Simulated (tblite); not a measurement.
Compound: F2Ge3H8Si.
Numbering: `[F:1][SiH2:2][Ge@H:3]([GeH3:4])[GeH2:5][F:6]` (hydrogens: H7, H8 on Si2; H9 on Ge3; H10, H11, H12 on Ge4; H13, H14 on Ge5)

Geometry (GFN2-xTB, Å), atoms numbered from 1 in this order:
```xyz
14
F2Ge3H8Si angstrom
F     -1.339   -1.795    1.891
Si    -1.707   -1.610    0.334
Ge    -0.013   -0.191   -0.483
Ge     2.315   -0.573    0.003
Ge    -0.497    2.147   -0.110
F     -2.261    2.280   -0.315
H     -1.652   -2.962   -0.210
H     -3.035   -1.020    0.324
H     -0.078   -0.261   -2.012
H      3.166   -0.735   -1.224
H      2.559   -1.811    0.816
H      2.964    0.537    0.784
H     -0.369    2.769    1.276
H     -0.054    3.223   -1.096
```

Computed values, GFN2-xTB/tblite, gas phase, harmonic and unscaled. Errors from tens to a few hundred cm⁻¹ against measured bands are possible. Modes of hydrogen on germanium and silicon can be 10 to 20 % off. One conformer, not necessarily the lowest. The optimisation stopped once no atom felt more than 0.01 eV/Å.

Lowest wavenumbers of the output (negative numbers stand for imaginary wavenumbers):
```
mode    cm-1
  1     -38.4
  2      16.9
  3      30.2
  4      46.4
  5      49.6
  6      58.6
  7     115.9
  8     156.5
  9     211.4
 10     258.0
 11     307.1
 12     353.9
 13     377.8
 14     394.8
 15     424.0
```

**Question.** Is this structure a minimum?

**Answer.** Not by this Hessian. 1 mode is imaginary beyond 20i (38i cm⁻¹), so at this level the point lies at or near a first-order saddle. The curvature is small, so loose convergence or finite differences may be the whole cause.

**Question.** Which atoms move in the imaginary mode?

**Answer.** 38i: H11 (Ge–H hydrogen) 33 %, H10 (Ge–H hydrogen) 33 %, H12 (Ge–H hydrogen) 33 %. These are shares of the mass-weighted motion.

**Question.** What is the remedy?

**Answer.** Step along that mode in both directions, optimise again with tighter thresholds and repeat the frequencies. The zero-point energy of this point (39.6 kcal/mol) counts the 35 real modes alone, and thermal corrections from it aren't those of a minimum.
